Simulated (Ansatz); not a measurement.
Total energies of (LiBr)2 ring (Li₂Br₂) from Ansatz at PBE0-D4/def2-TZVP, gas phase (1 Eh = 27.2114 eV = 2625.5 kJ/mol). The reference geometry is relaxed at r2SCAN-D4/def2-TZVP.

```json
{"state": "charge 0 singlet", "geometry": "reference", "energy (Eh)": "-5162.94801"}
{"state": "charge 1 doublet", "geometry": "reference", "energy (Eh)": "-5162.59327"}
{"state": "charge 1 doublet", "geometry": "relaxed at r2SCAN-D4/def2-TZVP", "energy (Eh)": "-5162.62257"}
{"state": "free Li atom (doublet)", "geometry": "–", "energy (Eh)": "-7.46705"}
{"state": "free Br atom (doublet)", "geometry": "–", "energy (Eh)": "-2573.81189"}
```

**Question.** Work out the vertical ionisation energy to the doublet.

**Answer.** E(charge 1 doublet) − E(charge 0 singlet) = -5162.59327 − (-5162.94801) = 0.35474 Eh = 9.65 eV. For comparison, −ε of the highest occupied level is 7.62 eV at this level, 2.03 eV less.

**Question.** How much does the charge 1 doublet relax, and what is the adiabatic ionisation energy?

**Answer.** Relaxation: -5162.59327 − (-5162.62257) = 0.02930 Eh = 0.80 eV. Adiabatic ionisation energy: 0.32544 Eh = 8.86 eV, without zero-point energy. In the charge 1 doublet, Br2 and Br4 lie 2.94 Å apart (atoms count from 1), so these atoms are partly bonded to each other.

**Question.** What is the binding energy per atom against free atoms?

**Answer.** Atoms: 2 × (-7.46705) + 2 × (-2573.81189) = -5162.55788 Eh. Binding: -5162.55788 − (-5162.94801) = 0.39013 Eh = 10.62 eV, or 2.65 eV for each of 4 atoms (no zero-point energy, no counterpoise term).
